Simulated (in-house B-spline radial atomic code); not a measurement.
Ionisation energies along the 51-electron series, configuration 1s2 2s2 2p6 3s2 3p6 3d10 4s2 4p6 4d10 4f5/2(3) 5s2, as differences of self-consistent energies. Dirac energy differences include first-order Breit, QED and recoil terms. NIST's values go from ground level to ground level; the uncertainty of those that are theory runs from under 0.1 % in few-electron ions to several per cent in heavy many-electron ones. Computed with a B-spline radial code for spherical atoms: Dirac-Hartree-Fock, jj configuration that fills j = l - 1/2 first, finite nuclei.

A number in brackets counts the electrons of a j subshell.

```csv
ion,configuration after,ionisation energy (eV),IE/(q+1)² (eV),-ε less Coulomb ΔSCF (eV),Breit and QED recoil part (eV),tabulated value (eV),computed minus tabulated (eV)
Pm10+,[Kr] 4d10 4f5/2(2) 5s2,166.46,1.3757,2.1279,0.091331,174,-7.54
Sm11+,[Kr] 4d10 4f5/2(2) 5s2,197.16,1.3692,2.1961,0.096401,208,-10.84
Eu12+,[Kr] 4d10 4f5/2(2) 5s2,229.84,1.36,2.2567,0.10017,243,-13.16
```
